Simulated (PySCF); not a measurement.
## Low-lying terms of Sb⁵⁺ (antimony, charge +5)

Ground state [Kr] 4d10, ¹S. Calculation: PySCF 2.14, in aug-cc-pVTZ-DK3 with one added diffuse shell each of s, p, d, f type (9s8p6d3f, 84 functions); the spin-free X2C one-electron Hamiltonian (Gaussian nucleus). Vertical excitation energies in eV without spin-orbit coupling; excited terms of each kind are numbered among those the solver found. Frozen: [Kr].

```
 term  leading excitation  EOM-EE-CCSD
 1 3D              4d → s       30.899
 1 1D              4d → s       31.670
1 3P°              4d → p       42.023
1 3F°              4d → p       42.632
1 1F°              4d → p       43.053
1 1D°              4d → p       43.688
1 3D°              4d → p       43.709
1 1P°              4d → p       43.709
 1 3G              4d → d       58.985
 1 1G              4d → d       59.151
 2 3D              4d → d       59.284
```

The spin-orbit splitting of the hole, absent here, rivals or exceeds the spacing of these terms, so the LS terms are model states.

The solver can miss terms.
